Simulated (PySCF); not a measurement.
## Dy³³⁺: ionisation energy

Dy³³⁺ [Ar] 3d10 4s2 4p3 [4p1/2^2 4p3/2^1, M_J = 3/2] → Dy³⁴⁺ [Ar] 3d10 4s2 4p2 [4p1/2^2, M_J = 0], as a difference of total energies. All numbers are calculated (PySCF 2.14, the two-component X2C-1e Hamiltonian, in an uncontracted even-tempered set (17 s from 3.3 bohr⁻², ratio 2.8; 13 p from 4.3 bohr⁻², ratio 2.8; 8 d from 7.6 bohr⁻², ratio 2.8; 4 f from 20 bohr⁻², ratio 3)). Correlated levels: [Ne] frozen; the 74 highest virtual spinors dropped. "Screened" scales the spin-orbit matrix elements by Boettger's factors to mimic the two-electron term; Breit and QED terms are absent.

```json
{"method": "GHF (spin-free)", "ionisation energy (eV)": "1387.8"}
{"method": "GMP2 (spin-free)", "ionisation energy (eV)": "1388.7"}
{"method": "GHF (screened spin-orbit)", "ionisation energy (eV)": "1366.2"}
{"method": "GMP2 (screened spin-orbit)", "ionisation energy (eV)": "1367.1"}
```

Breit and QED terms and the two-electron picture change are absent.

The spin-free rows relax to the high-spin LS determinant and lack the spin-orbit shift.

The labels give the starting determinants; with spin-orbit coupling the two ends relaxed to ⟨J²⟩ = 3.75, ⟨L²⟩ = 2.40, ⟨S²⟩ = 1.61 and ⟨J²⟩ = 0.00, ⟨L²⟩ = 1.36, ⟨S²⟩ = 1.36.

For comparison: 1371 ± 5 eV (theoretical estimate listed by NIST; NIST Atomic Spectra Database, ionization energies).
